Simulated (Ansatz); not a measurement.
Species: H4GeO, SMILES `[OH][GeH3]` (charge 0, multiplicity 1).

### Question
Give a relaxed geometry from PBE0-D3(BJ)/def2-TZVP (Ansatz, a quantum-chemistry and plane-wave program).

### Answer
the end point of this relaxation (outside a Z-matrix the atoms follow the SMILES, hydrogens last).
Bond lengths (Å): O1–Ge2 1.783, O1–H3 0.959, Ge2–H4 1.541, Ge2–H5 1.531, Ge2–H6 1.541. Angles (°): Ge2–O1–H3 112.6, O1–Ge2–H4 109.9, O1–Ge2–H5 104.3, O1–Ge2–H6 109.9, H4–Ge2–H5 111.5, H4–Ge2–H6 109.7, H5–Ge2–H6 111.5.
